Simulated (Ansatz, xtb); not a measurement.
# Relative energy of two isomers of C2H5ClGeSi

We compare a, `C#[C][GeH2][SiH2]Cl`, a singlet, with b, `C#C[Si@@H](Cl)[GeH3]`, a singlet. Both are isolated molecules in the gas phase, relaxed with PBE0-D3(BJ)/def2-SVP; the shapes shown needn't be the lowest conformers.

a (Å):

```
atom    x (Å)    y (Å)    z (Å)
   C  -2.7632  -2.0436  -0.8853
   C  -2.0297  -1.2984  -0.2634
  Cl   1.6699  -0.4797   3.3253
  Ge  -0.8478  -0.2101   0.7561
  Si   0.3710  -1.6539   2.2042
   H  -3.4162  -2.6931  -1.4411
   H  -1.6748   0.8049   1.5603
   H   0.0963   0.5325  -0.2020
   H   1.1739  -2.6405   1.4274
   H  -0.5417  -2.3745   3.1365
```

b (Å):

```xyz
10

C    -3.1759   -1.6547   -0.3915
C    -2.4093   -1.4440    0.5302
Cl   -1.1825   -2.7104    3.1847
Ge    0.9778   -0.9123    0.9221
Si   -1.1979   -1.1127    1.8577
H    -3.8589   -1.8426   -1.2015
H    -1.6226    0.0989    2.6116
H     2.0041   -0.6540    2.0387
H     1.3326   -2.2215    0.1986
H     1.0190    0.2532   -0.0827
```

Q: Which of the two would you expect CCSD(T)/def2-SVP + ΔMP2/def2-TZVPP electronic energies to favour?

A: Structure b; the calculation gives E(b) − E(a) = −4.3 kcal/mol.

The same difference at several levels:

| level | geometry | E(b) − E(a) (kcal/mol) | departure from the last row (kcal/mol) | job, with rough time for the two |
| --- | --- | --- | --- | --- |
| GFN2-xTB | GFN2-xTB | +2.1 | +6.4 | optimisation, 0.53 s |
| HF/STO-3G | GFN2-xTB | −0.9 | +3.5 | single point, 1.8 s |
| r2SCAN-D4/def2-SVP | GFN2-xTB | −5.7 | −1.3 | single point, 6.9 s |
| PBE0-D3(BJ)/def2-SVP | PBE0-D3(BJ)/def2-SVP | −5.6 | −1.2 | optimisation, 1.7 min |
| HF/def2-SVP | PBE0-D3(BJ)/def2-SVP | −4.3 | +0.1 | part of the CCSD(T) run |
| MP2/def2-SVP | PBE0-D3(BJ)/def2-SVP | −5.2 | −0.8 | part of the CCSD(T) run |
| CCSD(T)/def2-SVP | PBE0-D3(BJ)/def2-SVP | −4.9 | −0.6 | single point |
| CCSD(T)/def2-SVP + ΔMP2/def2-TZVPP | PBE0-D3(BJ)/def2-SVP | −4.3 |  | single point, 98 s |

As drawn, b has 1 C–Si, 1 Ge–H in place of 1 C–Ge, 1 Si–H.

GFN2-xTB puts the two in the other order. The largest departure from CCSD(T)/def2-SVP + ΔMP2/def2-TZVPP is that of GFN2-xTB, 6.4 kcal/mol. The last row adds to CCSD(T) the change of the MP2 difference between the two basis sets, here +0.6 kcal/mol.

With thermal terms from frequencies at re-optimised GFN2-xTB minima (ideal gas, soft modes damped towards free rotors, one conformer each, 298.15 K, 1 atm): on the last row, ΔE + ΔZPE = −4.4, ΔH = −4.3, ΔG = −4.8 kcal/mol.

The correlated steps freeze 21 core orbitals; the filled d shell of Ge is correlated, in a basis made for valence electrons. Mirror images aren't counted in ΔG. Run with Ansatz 0.2.0, xtb 6.7.1; the last row on 2 threads of Intel(R) Xeon(R) Processor @ 2.50GHz (Skylake/Cascade Lake) on a shared host.
